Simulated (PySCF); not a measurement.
Vertical excitations of a molecule C₂H₉NOSi₂ from PySCF 2.14.0 with TDA-PBE0/def2-SVPD, as energy in eV (oscillator strength): 4.90 (0.001), 5.22 (0.019), 5.88 (0.007), 5.90 (0.014), 6.05 (0.040), 6.30 (0.072). Lowest triplet (TDA): 4.62 eV. The structure is a stationary point at ωB97X-D3(BJ)/def2-SVP. The values are those of a single conformer.

Q: Identify the compound among the candidates.
A) N[SiH2]/C=C/O[SiH3]
B) CN1C[Si@@H](O)[SiH2]1
C) [SiH3]/C=N\CO[SiH3]
D) CNC1[SiH2]O[SiH2]1

A: B, CN1C[Si@@H](O)[SiH2]1
